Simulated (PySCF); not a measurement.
CHAlClNO, SMILES C(=O)=[N][AlH][Cl]. Coordinates come from a PBE0-D3(BJ)/def2-SVP optimisation. Other conformers were not sampled.

Problem. Give the equilibrium geometry at PBE0-D3(BJ)/def2-SVP (PySCF confirms it by a frequency run) as Cartesian coordinates in Å, and its point group. (Estimate from the structure and the level; the computed values follow.)

Solution. Several could match; the one computed here: point group Cs.
```xyz
6

Al    -0.8419     0.6528     0.0000
Cl     0.6148     2.1552     0.0000
H     -2.3667     1.0070     0.0000
N     -0.2895    -1.0258     0.0000
C      0.1237    -2.1550     0.0000
O      0.5180    -3.2526     0.0000
```
